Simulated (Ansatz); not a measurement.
CH$_{4}$FOSi (`CO[SiH]F`) radical, charge 0, multiplicity 2.

(1) Give a relaxed structure at PBE0-D4/def2-TZVP (the Gaussian-basis code of Ansatz). (An estimate is asked.)

Results:

(1) The calculation gave: 
Z-matrix (Å, degrees):
```
C
O 1 1.413
H 1 1.094 2 111.2
H 1 1.093 2 111.1 3 -121.5
H 1 1.090 2 107.9 3 119.2
Si 2 1.629 1 127.0 3 58.5
F 6 1.605 2 110.0 1 56.6
H 6 1.491 2 105.4 1 172.6
```
